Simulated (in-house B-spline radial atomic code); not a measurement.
Ru³³⁺. Computed with a B-spline radial atomic code. Model: all-electron spherical atom, spin shells full or empty, radial basis limit, no spin-orbit coupling: exact exchange with a local potential (Slater, KLI or optimised effective potential, whose far tail is KLI's), no correlation.

Empty minority-spin level lies below the highest occupied level: each spin potential is zero at infinity, spin occupations fixed.

Exchange potential has not reached -1/r at the last radius.

The run also made RPA and GW results, which its time includes.

The Slater potential averages the orbital exchange potentials with the orbital densities as weights, KLI adds orbital constants, and the optimised effective potential minimises the exact-exchange energy among local potentials. So their energies lie above Hartree-Fock in the order OEP, KLI, Slater. All fall off as −1/r, unlike LDA and GGA exchange.

Command:
```bash
python run_gw.py task.json out
```
Settings (lengths in bohr, energies in hartree):
```
Z                      44
electrons              11
configuration          [Ne] 3s1
hamiltonian            nr
method                 oep
lmax                   9
spin_polarised         True
box_radius             2.84
intervals              63
ion_configuration      [He] 2s2 2p6
```

Cost of the run: 4.6 s on 1 thread of Arm Neoverse N1 (shared host).

Given: hamiltonian non-relativistic; mean-field start exchange-only OEP.

Computed: energy above Hartree-Fock 2.759 millihartree; virial ratio -E/T less 1 0.

```tsv
radius (bohr)	r times exchange potential up (hartree bohr)	r times exchange potential down (hartree bohr)
0.00114	-0.041707	-0.043823
0.00136	-0.049719	-0.052244
0.00163	-0.059523	-0.062551
0.00195	-0.071098	-0.074724
0.00233	-0.084769	-0.089106
0.00278	-0.10083	-0.10601
0.00333	-0.12026	-0.12648
0.00398	-0.14287	-0.15032
0.00476	-0.16945	-0.1784
0.0057	-0.20059	-0.21136
0.00682	-0.23627	-0.24923
0.00816	?	?
0.00976	-0.3218	-0.34071
0.0117	-0.37134	-0.3943
0.014	-0.42279	-0.4507
0.0167	-0.47319	-0.50709
0.02	-0.52072	-0.56215
0.0239	-0.55805	-0.60873
0.0286	-0.57828	-0.64067
0.0342	-0.57262	-0.64996
0.0409	-0.54203	-0.63824
0.0489	-0.5222	-0.63829
0.0585	-0.57821	-0.71047
0.07	-0.71044	-0.8607
0.0838	-0.85097	-1.0289
0.1	-0.95832	-1.1735
0.12	?	?
0.143	-1.0411	-1.3589
0.171	-0.9848	-1.3802
0.205	-0.83365	-1.3547
0.245	-0.68704	-1.2993
0.294	-0.81427	-1.231
0.351	-0.94429	-1.167
0.42	-0.98588	-1.1072
0.502	-0.99719	-1.0433
0.601	-1.0006	-0.98836
0.719	-0.9999	-0.94377
```

Q: What belongs in the row 0.00816?

A: r times exchange potential up (hartree bohr): -0.27677; r times exchange potential down (hartree bohr): -0.29242.

Q: What belongs in the row 0.12?

A: r times exchange potential up (hartree bohr): -1.0272; r times exchange potential down (hartree bohr): -1.2893.

```tsv
occupied	level (hartree)	Hartree-Fock level (hartree)
1s up	-853.78	-864.19
1s down	-855.96	-864
2s up	-176.42	-179.55
2s down	?	?
2p up	-168.98	-171.32
2p down	-171.21	-171.2
3s up	-72.224	-72.223
```

Q: What belongs in the row 2s down?

A: level (hartree): -178.65; Hartree-Fock level (hartree): -179.28.

```
  empty  level (hartree)
3s down          -73.154
3p down           -70.72
  3p up          -69.645
3d down                ?
  3d up          -66.015
4s down           -39.58
  4s up          -39.341
4p down          -38.555
  4p up          -38.278
4d down          -37.286
  4d up          -36.952
4f down                ?
  4f up          -36.219
```

Q: What belongs in the row 3d down?

A: level (hartree): -67.531.

Q: What belongs in the row 4f down?

A: level (hartree): -36.54.

The highest level, 3s up, differs from Hartree-Fock by -0.021 eV and the deepest, 1s down, by +219 eV: a local potential can match the highest level but can't give each shell its own exchange.
